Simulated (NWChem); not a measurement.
System: C₃H₃NOSi; SMILES [SiH2](OC#N)C#C

```xyz
9

C      1.3644    -2.3989    -0.0781
C      0.4050    -1.6541    -0.0095
Si    -1.0245    -0.5367     0.1066
O     -0.5832     1.0021    -0.5115
C      0.3249     1.7851    -0.0671
N      1.1385     2.5220     0.3128
H      2.2156    -3.0555    -0.1395
H     -1.4436    -0.3567     1.5187
H     -2.1298    -0.9515    -0.7842
```
Atoms are numbered in this order, from 1.

All runs: NWChem. Pople sets run with spherical d functions. All runs use the structure optimised with PBE0/def2-SVP. GIAO values for the isolated, static molecule; σ is the absolute isotropic shielding, δ = σ(reference) − σ with the isolated reference molecule computed at the same levels (13C: tetramethylsilane, 1H: tetramethylsilane, 15N: ammonia, 29Si: tetramethylsilane).

| level | δ C2 (ppm) | δ Si3 (ppm) | δ C5 (ppm) | δ N6 (ppm) | δ H7 (ppm) | δ H8 (ppm) | δ H9 (ppm) |
|---|---|---|---|---|---|---|---|
| BHandHLYP/pcSseg-1 | 80.5 | (withheld) | (withheld) | (withheld) | (withheld) | (withheld) | (withheld) |
| B3LYP/6-31G* | 68.6 | -13.3 | 94.3 | 151.2 | 2.68 | 5.23 | 4.89 |
| PBE0/pcSseg-1 | 81.0 | -31.4 | 114.0 | 188.4 | 2.86 | 5.09 | 4.79 |

Fill in the missing entries.


- BHandHLYP/pcSseg-1, δ Si3 (ppm): -36.0
- BHandHLYP/pcSseg-1, δ C5 (ppm): 116.8
- BHandHLYP/pcSseg-1, δ N6 (ppm): 192.4
- BHandHLYP/pcSseg-1, δ H7 (ppm): 2.92
- BHandHLYP/pcSseg-1, δ H8 (ppm): 4.80
- BHandHLYP/pcSseg-1, δ H9 (ppm): 4.54
